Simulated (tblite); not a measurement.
Compound: CH11NSi3.
Atom-mapped SMILES: `[CH3:1][NH:2][SiH:3]([SiH3:4])[SiH3:5]` (hydrogens: H6, H7, H8 on C1; H9 on N2; H10 on Si3; H11, H12, H13 on Si4; H14, H15, H16 on Si5)

Computed with GFN2-xTB (tblite), gas phase: nudged elastic band of 9 images (0 to 8), spring 0.2 eV/Å², climbing image at the end, force threshold 0.05 eV/Å. The top image wasn't refined or checked by frequencies; at this threshold it can lie a kcal/mol or more above the true saddle point of the method.

The band describes a rotation about Si3–N2 (SiH silicon, silicon-bound nitrogen), followed by the dihedral Si5–Si3–N2–C1, from the optimised start (180°) to a second optimised geometry at -55°.

Task: Give the energy profile along the converged band.

Result: 
```tsv
image	dihedral (°)	E (eV)	Si3–N2 (Å)	Si5···C1 (Å)	largest true force (eV/Å)
0	180	0.000	1.731	4.64	0.01
1	-165	0.018	1.731	4.62	0.02
2	-150	0.054	1.733	4.57	0.03
3	-134	0.089	1.734	4.50	0.02
4	-116	0.103	1.737	4.40	0.02
5	-97	0.086	1.739	4.25	0.04
6	-79	0.051	1.738	4.08	0.04
7	-64	0.025	1.736	3.90	0.03
8	-55	0.014	1.733	3.86	0.01
```

Barriers of this band. The top is image 4 at -116°: 0.103 eV forward and 0.089 eV back; the end lies 0.014 eV above the start. The central bond is 0.006 Å longer at the top than at the start.

Task: What rate follows at 298 K for crossing this barrier forward?

Result: Taking the electronic barrier for the free energy of activation (no zero-point or entropy terms, transmission 1), rate = (kT/h)·exp(−ΔE/kT) ≈ 1 × 10^11 s⁻¹, whose inverse is 9 × 10^-12 s. An error of 1 kcal/mol in the barrier changes this by a factor of 5, and the method and the loose band can each miss by that much or more.

Task: How would the two end points share their population at 298 K, from these energies alone?

Result: exp(−ΔE/kT) with ΔE = 0.014 eV gives 0.58 for the higher one (end) against 1 for the lower, without vibrational, rotational or degeneracy terms. GFN2-xTB can put conformers this close in the wrong order.

Task: How long is the path, and how are the images spaced?

Result: Cartesian distances between aligned neighbours (all atoms, Å): 0.74, 0.74, 0.74, 0.74, 0.74, 0.73, 0.68, 0.58; the sum is 5.68 Å, and the top lies 52 % of the way along.

What follows is the cost of the whole band run. Time: 3.1 s of wall time; peak memory 0.19 GiB. Hardware: an Intel Xeon 6975P-C with one thread, shared host with 192 logical CPUs at a one-minute load of 109.
